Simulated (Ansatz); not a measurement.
```yaml
crystal:
  periodic: [false, false, false]
  atoms:
    - {symbol: O, position_ang: [-0.608435, -0.530809, 0.853380]}
    - {symbol: Si, position_ang: [0.839828, -0.046109, -0.280194]}
    - {symbol: O, position_ang: [2.077526, 0.303621, 0.582447]}
    - {symbol: O, position_ang: [1.284700, -1.154371, -1.271208]}
    - {symbol: O, position_ang: [-0.300205, 1.095782, -0.868889]}
    - {symbol: Al, position_ang: [-1.619747, 0.751788, 0.314375]}
    - {symbol: F, position_ang: [-3.003260, 0.281154, -0.484989]}
    - {symbol: F, position_ang: [-1.756440, 1.807858, 1.368223]}
    - {symbol: H, position_ang: [-0.304976, -0.867782, 1.650031]}
    - {symbol: H, position_ang: [2.923551, -0.101473, 0.337951]}
    - {symbol: H, position_ang: [0.601899, -1.493064, -2.035688]}
basis:
  gaussian: {orbitals: def2-TZVP}
total_charge: -1
magnetization: {spin_polarized: true, initial_magnetization: 1}
hamiltonian: {xc: {name: wB97}}
```

```sh
$ ansatz run in.yaml --threads 4 --pin off --events-out ev --progress --plain --max-ram 11315MiB
```

It prints (some lines left out):

```
Functional definition: wB97
1559 factors; their error is unknown
500 factors; integrals over basis functions are off by at most 1.7e-5 eV
mean field evaluation 1: about -28149.7768 eV, gradient 5.2e1 eV
mean field evaluation 2: about -28149.8183 eV, gradient 5.6e1 eV
mean field evaluation 4: about -28158.7371 eV, gradient 3.0e0 eV
mean field evaluation 8: about -28158.7967 eV, gradient 2.2e-1 eV
mean field evaluation 16: about -28158.7820 eV, gradient 1.2e-2 eV
mean field evaluation 32: about -28158.7820 eV, gradient 4.6e-5 eV
mean field -28158.78202323 eV, -1034.8161526458 hartree, gradient 4.6e-5 eV, S^2 0.751743; 4 other end points of the search recorded, 0 dependent functions left out
reference -28158.78202088 eV, -1034.8161525593 hartree; 41, 40 occupied and 237, 238 virtual orbitals, 1559 factors
Total energy: -28158.78202088 eV, -1034.8161525593 hartree
```

Hardware: 4 threads of an Intel Xeon 6975P-C on a shared host. Wall time 13 s, peak host memory 0.98 GiB.
